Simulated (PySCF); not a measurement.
Compound: BF2H3SSi.
Numbering: `[F:1][B:2]([F:3])[SiH2:4][SH:5]` (hydrogens: H6, H7 on Si4; H8 on S5)

Cartesian coordinates in Å at the PBE0-D3(BJ)/def2-SVP level; atoms count from 1:
```xyz
8
BF2H3SSi angstrom
F      1.518   -1.953   -0.358
B      1.110   -0.754    0.004
F      2.044    0.095    0.392
Si    -0.837   -0.179   -0.012
S     -0.879    1.898   -0.578
H     -1.446   -0.434    1.332
H     -1.630   -0.913   -1.038
H      0.176    2.220    0.204
```

Jobs on this species (8 atoms, 56 electrons) with PySCF (density fitting). Hardware of each: an Arm Neoverse V1 with one thread, no GPU, shared host. Times come from a shared host and carry two figures at best. Peak memory is the resident size of the whole Python process, interpreter and libraries included.

```csv
level and settings,work,basis functions,SCF cycles,wall time,peak memory
"delta-SCF UKS SCAN, def2-TZVP on the ionised atom, pcseg-1 elsewhere, spin-free X2C","ΔSCF core ionisation, 6 holes",112,?,?,?
"delta-SCF UKS SCAN, pcX-1 on the ionised atom, pcseg-1 elsewhere, spin-free X2C","ΔSCF core ionisation, 6 holes",115,98,19 s,0.49 GiB
"PBE0-D3(BJ)/def2-SVP, grid level 1",geometry optimisation from a GFN2-xTB start shaken at random,93,52,25 s,0.38 GiB
"delta-SCF UKS SCAN, pcX-2 on the ionised atom, pcseg-1 elsewhere, non-relativistic","ΔSCF core ionisation, 6 holes",135,99,23 s,0.50 GiB
"delta-SCF UKS SCAN, pcX-2 on the ionised atom, pcseg-1 elsewhere, spin-free X2C","ΔSCF core ionisation, 6 holes",135,106,26 s,0.45 GiB
"delta-SCF UKS PBE0, pcX-2 on the ionised atom, pcseg-1 elsewhere, spin-free X2C","ΔSCF core ionisation, 6 holes",135,82,29 s,0.49 GiB
"delta-SCF UKS PBE, pcX-2 on the ionised atom, pcseg-1 elsewhere, spin-free X2C","ΔSCF core ionisation, 6 holes",135,104,16 s,0.49 GiB
"delta-SCF UKS HF, pcX-2 on the ionised atom, pcseg-1 elsewhere, spin-free X2C","ΔSCF core ionisation, 6 holes",135,74,17 s,0.49 GiB
"delta-SCF UKS B3LYP, pcX-2 on the ionised atom, pcseg-1 elsewhere, spin-free X2C","ΔSCF core ionisation, 6 holes",135,83,30 s,0.49 GiB
```

Q: Fill in the missing figures.

A: 
- delta-SCF UKS SCAN, def2-TZVP on the ionised atom, pcseg-1 elsewhere, spin-free X2C; ΔSCF core ionisation, 6 holes: 21 s, 0.49 GiB, 93 SCF cycles

Q: What do all jobs in the table cost together?

A: About 3.4 min; the longest takes about 15 % of that, and about 1.9 times as long as the shortest.
